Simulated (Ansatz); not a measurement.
`BN(CC)[SiH2]Cl` + `O[SiH](O)F` → `O[SiH](F)O[SiH2]Cl` + `BNCC`  (ligand exchange at the Si–N bond)

Calculated with Ansatz (gas phase, PBE0-D4/def2-TZVP geometries, no zero-point term in ΔE). CCSD(T)/CBS adds triple-zeta CCSD(T) − MP2 to the extrapolated MP2 energy (def2 sets, frozen cores). This one scheme is used for every species. DFT in def2-TZVPP. B3LYP here is the variant with VWN-RPA as its local correlation; programs differ in this. One conformer a species, not always the lowest.

| level | ΔE (kcal/mol) |
| --- | --- |
| PBE0-D4 | -17.1 |
| ωB97M-V | -17.5 |
| PBE | -17.4 |
| B3LYP | -19.8 |
| HF/def2-TZVPP | -21.7 |
| SCS-MP2/def2-TZVPP | -17.3 |
| CCSD/def2-TZVPP | -17.7 |
| CCSD/CBS(def2) | -17.9 |

(1) What does CCSD(T)/CBS give? (Estimate.)

Largest T1 diagnostic among the species: 0.012.

## Answers

(1) Ansatz gave: -17.2 kcal/mol. The listed levels differ from it by 0.1, -0.3, -0.2, -2.6, -4.5, -0.1, -0.5, -0.7 kcal/mol.

In def2-TZVPP, CCSD(T) changes the Hartree–Fock value by +4.7 kcal/mol (the triples alone add +0.7 kcal/mol) and MP2 by +5.5 kcal/mol. The D4 term adds +1.2 kcal/mol with B3LYP and +0.6 kcal/mol with PBE0; it sums over pairs of atoms, weighted by their polarisabilities, and B3LYP, whose exchange is more repulsive, gets the larger term.
